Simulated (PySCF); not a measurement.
**Correlation energy of Be (beryllium, neutral)**

[He] 2s2, closed-shell 1S. All numbers are calculated (PySCF 2.14, scalar relativity by spin-free X2C-1e, in jorge-DZP-DKH). Frozen: 1s2; 2 electrons correlated.

Total MP2 correlation energy: -25.71 mhartree.

Same-spin part 0.00 and opposite-spin part -25.71 mhartree; SCS-MP2 scales them by 1/3 and 6/5 to -30.85 mhartree.

With two correlated electrons CCSD is exact within the correlated space (frozen core and kept virtual orbitals).

```
level  correlation energy (mhartree)
 CCSD                         -45.25
```

Diagnostics: T1 = 0.016, D1 = 0.0228, largest double amplitude 0.137.

Cost of the coupled-cluster step: 0.07 s of wall time on 1 thread of Neoverse-N1 (shared host), for 2 correlated electrons.

Iterations:

```
CC2 = 0
CCSD nocc = 1, nmo = 14
frozen orbitals [0]
max_cycle = 100
direct = 0
conv_tol = 1e-08
conv_tol_normt = 1e-06
diis_space = 8
diis_start_cycle = 0
Init t2, MP2 energy = -14.599907579939  E_corr(MP2) -0.0257107620076593
Init E_corr(CCSD) = -0.0257107620076596
cycle = 1  E_corr(CCSD) = -0.0356309794710366  dE = -0.00992021746  norm(t1,t2) = 0.0674118
cycle = 2  E_corr(CCSD) = -0.0401315203861319  dE = -0.00450054092  norm(t1,t2) = 0.0360419
cycle = 3  E_corr(CCSD) = -0.045323571808537  dE = -0.00519205142  norm(t1,t2) = 0.0203316
cycle = 4  E_corr(CCSD) = -0.0452245039809853  dE = 9.90678276e-05  norm(t1,t2) = 0.00108786
cycle = 5  E_corr(CCSD) = -0.0452707645557323  dE = -4.62605747e-05  norm(t1,t2) = 0.000225889
cycle = 6  E_corr(CCSD) = -0.0452435208305796  dE = 2.72437252e-05  norm(t1,t2) = 9.21677e-05
cycle = 7  E_corr(CCSD) = -0.0452471951130226  dE = -3.67428244e-06  norm(t1,t2) = 1.8647e-05
cycle = 8  E_corr(CCSD) = -0.0452475056538696  dE = -3.10540847e-07  norm(t1,t2) = 1.22695e-06
cycle = 9  E_corr(CCSD) = -0.0452474226849109  dE = 8.29689587e-08  norm(t1,t2) = 6.01497e-07
cycle = 10  E_corr(CCSD) = -0.0452473612597572  dE = 6.14251537e-08  norm(t1,t2) = 2.69589e-07
cycle = 11  E_corr(CCSD) = -0.0452473549844323  dE = 6.27532484e-09  norm(t1,t2) = 2.32815e-08
CCSD converged
E(CCSD) = -14.61944417291577  E_corr = -0.04524735498443234
```
